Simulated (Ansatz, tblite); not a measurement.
Cost and result up the ladder for the cluster SiAu₄ (5 atoms). Charge 0, multiplicity 1. Geometry: r2SCAN-D4/def2-SVP.

```xyz
5

Au    0.418   -0.234    2.137
Au   -2.058    0.361   -0.656
Au    1.492   -0.658   -1.462
Au    0.424    1.521   -0.053
Si   -0.276   -0.990    0.034
```

Ansatz on 4 threads of Intel Xeon Platinum 8259CL on a shared host; xTB runs through tblite on one thread. Times are rough, summed over both states, and most runs start from the orbitals of an earlier one. r2SCAN0-D4/def2-TZVP serves as the yardstick here, not as an exact answer. The other state is a triplet at its own geometry.

In the def2 sets Au takes a core potential; there is no spin–orbit coupling. The xTB rows come from tblite. B3LYP takes the VWN-RPA correlation. The structure comes from a short search, and lower isomers may exist.

Run but left out: MP2/def2-TZVP (triplet: ⟨S²⟩ 2.17, where a pure state has 2.00).

xTB has no spin-polarisation term.

```tsv
level	functions	wall time	triplet − singlet (eV)	difference from r2SCAN0-D4/def2-TZVP (eV)
GFN2-xTB	45	0.032 s	2.79	1.39
GFN1-xTB	45	0.041 s	2.03	0.63
PBE-D4/def2-TZVP	197	12 s	1.32	-0.09
r2SCAN-D4/def2-TZVP	197	28 s	1.30	-0.11
B3LYP-D4/def2-TZVP	197	28 s	1.39	-0.01
PBE0-D4/def2-TZVP (with forces)	197	32 s	1.47	0.07
r2SCAN0-D4/def2-TZVP	197	43 s	1.40	0.00
```
